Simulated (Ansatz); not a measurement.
CrF, multiplicity 6 (the spin of the measured ground state), most abundant isotopes (51.9405 and 18.9984 u). Constants from fifth-degree fits in 1/R to seven points on the lowest solution found; no spin–orbit coupling, no relativity up to Kr; ω_e x_e and α_e move by some per cent with the fit.

Correlated levels freeze the inner cores; with def2 sets outer-core shells near the valence are correlated too.

The values were computed with Ansatz (a program for electronic structure) with Gaussian orbitals. 

Total energies (hartree; each atom in its lowest state at that level) and vibrational constants (cm⁻¹):

```json
[
 {"level": "PBE/def2-TZVPP", "E(CrF) at r_e": "-1144.056921", "E(Cr)": "-1044.198565", "E(F)": "-99.669123", "ω_e": "643", "ω_e x_e": "3.8"},
 {"level": "B3LYP/def2-TZVPP", "E(CrF) at r_e": "-1144.401216", "E(Cr)": "-1044.450013", "E(F)": "-99.770147", "ω_e": "644", "ω_e x_e": "3.9"},
 {"level": "wB97M-V/def2-TZVPP", "E(CrF) at r_e": "-1144.282714", "E(Cr)": "-1044.356375", "E(F)": "-99.745271", "ω_e": "633", "ω_e x_e": "3.8"},
 {"level": "CCSD(T)/def2-QZVPP", "E(CrF) at r_e": "-1143.634662", "E(Cr)": "-1043.803187", "E(F)": "-99.651180", "ω_e": "695", "ω_e x_e": "4.4"}
]
```

Work out D_e and D₀ in eV.


D_e = E(Cr) + E(F) − E(molecule), times 27.2114 eV; D₀ = D_e − (ω_e/2 − ω_e x_e/4)/8065.54.
- PBE/def2-TZVPP: D_e = 5.149, zero point 0.040, D₀ = 5.110 eV
- B3LYP/def2-TZVPP: D_e = 4.927, zero point 0.040, D₀ = 4.887 eV
- wB97M-V/def2-TZVPP: D_e = 4.927, zero point 0.039, D₀ = 4.888 eV
- CCSD(T)/def2-QZVPP: D_e = 4.906, zero point 0.043, D₀ = 4.863 eV
No counterpoise correction is made.

Doubts at one or more of the structures used: T1 above 0.05 (CCSD(T)/def2-QZVPP).
